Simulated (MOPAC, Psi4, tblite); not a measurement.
Two rigid molecules brought together: H2 ··· H6B3N3 (SMILES [H][H] and B1NBNBN1), singlet. Monomers: optimised at B3LYP-D3(BJ) (def2-TZVP), held rigid. Orientation: lowest of the rigid-body minima from ten starts at GFN2-xTB. R is the distance of the centres of mass, along which the second monomer moves.

Geometry at R = 3.13 Å (first 2 atoms: monomer A):
```
14

H      0.3719     0.0000     0.0000
H     -0.3719     0.0000     0.0000
B      3.1279    -0.9797     1.0761
N      3.1274     0.4211     1.3511
B      3.1290     1.4137     0.3251
N      3.1302     0.9515    -1.0256
B      3.1307    -0.4334    -1.3720
N      3.1294    -1.3722    -0.2965
H      3.1273    -1.7864     1.9543
H      3.1268     0.7226     2.3117
H      3.1296     2.5776     0.5848
H      3.1316     1.6327    -1.7669
H      3.1324    -0.7904    -2.5098
H      3.1299    -2.3548    -0.5157
```

Computed with: GFN2-xTB (tblite); MP2/aug-cc-pVDZ = DF-MP2/aug-cc-pVDZ, frozen core, counterpoise-corrected (Psi4); PBE/def2-TZVP, counterpoise-corrected (Psi4); AM1, restricted, heats of formation (MOPAC); SAPT0/jun-cc-pVDZ, frozen core (Psi4).

Interaction energies in kJ/mol (negative: bound); R is the distance of the centres of mass, d the H1···N6 distance.

| R / Å | d / Å | GFN2-xTB | MP2/aug-cc-pVDZ | PBE/def2-TZVP | AM1 | SAPT0/jun-cc-pVDZ |
|---|---|---|---|---|---|---|
| 2.54 | 2.58 | 1.11 | 7.62 | 8.75 | 10.15 | 7.68 |
| 2.74 | 2.75 | -2.78 | 1.94 | 3.35 | 4.53 | 2.45 |
| 2.93 | 2.92 | -4.27 | -0.69 | 0.71 | 2.54 | -0.01 |
| 3.13 | 3.09 | -4.64 | -1.88 | -0.60 | 1.87 | -1.16 |
| 3.31 | 3.25 | -4.45 | -2.20 | -1.07 | 1.57 | -1.53 |
| 3.55 | 3.47 | -3.89 | -2.11 | -1.19 | 1.16 | -1.55 |
| 3.86 | 3.76 | -3.05 | -1.69 | -1.04 | 0.66 | -1.29 |
| 4.12 | 4.00 | -2.42 | -1.33 | -0.83 | 0.37 | -1.03 |
| 4.64 | 4.49 | -1.46 | -0.77 | -0.47 | 0.10 | -0.61 |
| 5.31 | 5.13 | -0.75 | -0.39 | -0.20 | 0.02 | -0.31 |
| 6.30 | 6.09 | -0.30 | -0.16 | -0.06 | 0.00 | -0.13 |
| 7.60 | 7.36 | -0.10 | -0.06 | -0.02 | 0.00 | -0.05 |

Lowest grid point: GFN2-xTB -4.64 kJ/mol at R = 3.13 Å; MP2/aug-cc-pVDZ -2.20 kJ/mol at R = 3.31 Å; PBE/def2-TZVP -1.19 kJ/mol at R = 3.55 Å; AM1 0.00 kJ/mol at R = 7.60 Å; SAPT0/jun-cc-pVDZ -1.55 kJ/mol at R = 3.55 Å.
